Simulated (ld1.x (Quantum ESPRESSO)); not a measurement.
**PBE TM dataset for Cd, scalar-relativistic all-electron reference.**

```json
{"Element": "Cd (Z = 48)", "Generator": "ld1.x (Quantum ESPRESSO) 7.5", "Type": "norm-conserving Troullier–Martins (Kleinman–Bylander form)", "Functional": "PBE", "Relativity": "scalar-relativistic", "Frozen core": "[Ar] 3d10", "Valence charge": "20", "Reference configuration": "4s2 4p6 4d9 5s0 5p0 (charge +3)", "Partial waves": "4s (bound): rc 1.30 bohr; 4p (bound): rc 1.18 bohr; 4f channel at 0.25 Ry: rc 1.02 bohr; 4d (bound): rc 0.84 bohr", "Local potential": "the d channel", "Core correction": "none"}
```

All-electron outer shells of the reference configuration (PBE, scalar-relativistic, ld1.x):

| shell | level (eV) | outermost node (bohr) | outermost maximum (bohr) |
| --- | --- | --- | --- |
| 3d | -429.71 | – | 0.27 |
| 4s | -141.44 | 0.43 | 0.79 |
| 4p | -102.27 | 0.43 | 0.84 |
| 4d | -45.82 | 0.41 | 0.97 |
| 5s | -32.26 | 1.05 | 2.05 |
| 5p | -24.21 | 1.16 | 2.38 |

What the tests gave:

```
Cutoffs needed           : 230 Ry and over 300 Ry (the cutoffs (Ry, on a coarse ladder) from which the occupation-weighted sum of valence levels, in a spherical-Bessel basis at the reference potential, stays within 10 and 1 mRy of its value at 400 Ry)
Ghost test               : no extra level below or beside the all-electron valence levels (s, p, f, d tested) (spherical-Bessel basis up to 400 Ry, 20 bohr box)
Largest excitation error : +3431 meV (all-electron minus pseudo) for 4s2 4p6 4d9 5s2 5p1, out of 7 test configurations
```

Generation and tests took about 4.6 s on one core of a shared server CPU.
